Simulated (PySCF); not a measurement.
## Two-dimensional NMR puzzle

Compound of formula C7H12FP. Correlations simulated from computed shifts and the bond graph:

HSQC (one-bond C–H):
```csv
δH,δC
5.99,143.0
5.48,123.3
5.24,123.3
2.72,30.5
2.31,40.5
1.14,21.1
```

COSY cross peaks (H two or three bonds apart, from the bond graph; peaks can be absent where the dihedral angle is near 90°):
```csv
δH,δH
5.99,5.48
5.99,5.24
5.99,2.72
5.48,5.24
2.31,1.14
```

HMBC (two and three bonds, from the bond graph; two-bond peaks within aromatic rings are usually weak or absent):
```csv
δH,δC
5.99,"123.3, 30.5"
5.48,"143.0, 30.5"
5.24,"143.0, 30.5"
2.72,"236.8, 143.0, 123.3"
2.31,"236.8, 21.1"
1.14,"236.8, 40.5, 21.1"
```

Carbons without hydrogens: δ 236.8.

PySCF 2.14.0 with density-fitted response routines calculation with σ from GIAO-PBE0/pcSseg-1 and geometry: PBE0-D3(BJ)/def2-SVP; one averaged value for each set of equivalent atoms, non-relativistic Hamiltonian, single conformer, isolated molecule.

Referencing at the same level of theory: TMS for ¹H (σref 31.27) and ¹³C (σref 184.41).

Exchangeable hydrogens are left out of these lists.

Which molecule is this?

## Answers

`C=CC/P=C(\F)C(C)C`.

Atoms are numbered as in `[CH2:1]=[CH:2][CH2:3]/[P:4]=[C:5](\[F:6])[CH:7]([CH3:8])[CH3:9]`. Hydrogens are named by the atom that carries them. Ha(C1) is cis to C3; Hb(C1) is trans to C3.

- δC 236.8 is C5, a carbon double-bonded to a heavier main-group atom.
- δC 143.0 is C2, an alkene CH (δH 5.99).
- δC 123.3 is C1, a terminal =CH2 carbon (δH 5.24, 5.48).
- δC 40.5 is C7, an sp3 CH (δH 2.31).
- δC 30.5 is C3, an allylic sp3 CH2 bonded to P (δH 2.72).
- δC 21.1 is C8/C9, a methyl carbon (δH 1.14).
- HMBC from δH 2.72 reaches the proton-free carbon C5.
- HMBC from δH 2.31 reaches the proton-free carbon C5.
- HMBC from δH 1.14 reaches the proton-free carbon C5.
- COSY links 5.99–5.48, 5.99–5.24, 5.99–2.72, 5.48–5.24, 2.31–1.14.

This is the structure that produced the data.

Shifts are as computed. Against solution values, carbons near 30 ppm lie about +2 ppm off and those near 130 ppm about +5 ppm (rms about the fit 1.9 ppm; single classes can miss by 10 ppm). Of 1328 compounds with measured shifts, 309 miss one by over three times the rms of a fit or turn the order of signals round; such compounds aren't used in these exercises. Signals without a measured value on file couldn't be tested in this way; 1H shifts scatter by 0.2 ppm about their fit, and single ones miss by 0.5 ppm.
